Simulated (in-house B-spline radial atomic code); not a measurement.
RPA and G0W0 on Hartree-Fock: S⁹⁺

Configuration [He] 2s2 2p3, highest spin, mean-field start Hartree-Fock. Computed with an all-electron radial atomic-structure program (B-spline basis): all electrons, non-relativistic, point nucleus, each spin shell either full or empty, empty states to l = 9 with an (l + 1/2)⁻⁴ tail; G0W0 by contour deformation at full frequency.

Command:
```bash
python run_gw.py task.json out
```
Settings (radii: box in bohr, nucleus in fm):
```
Z                        16
electrons                7
configuration            [He] 2s2 2p3
hamiltonian              nr
method                   hf
lmax                     9
spin_polarised           True
box_radius               7.11
intervals                46
```

Run time, properties included: 0.6 s on 1 thread of AMD EPYC 7R13 Processor, with other jobs on the host.

Energies (hartree):

```csv
term,value
mean-field total,-351.41011
Hartree-Fock functional on these orbitals,-351.41011
direct second order,-0.37967
second-order exchange,0.17742
SOSEX correction,0.16707
```

What is the RPA correlation energy, and what remains with SOSEX?

RPA gives -0.35524 hartree (-1.38 eV per electron); RPA + SOSEX gives -0.18818, and the second-order doubles (MP2) -0.20225 hartree. SOSEX takes back 47 % of the RPA value.

Quasi-particle levels (eV):

```
  level  occupied  mean field  Σx - vxc     Σc  QP weight      G0W0
  2p up       yes     -449.92      0.00      ?          ?         ?
2s down       yes     -467.30      0.00  -3.06      0.987   -470.36
  2s up       yes     -502.13      0.00   6.71      0.912   -495.41
1s down       yes    -2806.30      0.00  11.23      0.975  -2795.08
2p down        no     -374.93      0.00  -3.65      0.990   -378.58
```

G0W0 = mean field + (Σx - vxc) + Σc, with Σc (partial-wave tail included) taken at the quasi-particle energy.

Where does G0W0 put 2p up?

At -448.81 eV, with Σc = 1.11 eV and a quasi-particle weight of 0.988. The tabulated removal energy is 447.7 ± 0.3 eV (NIST, semi-empirical); the calculation leaves out relativity, Breit and QED terms, and what these don't explain is the method's own error.
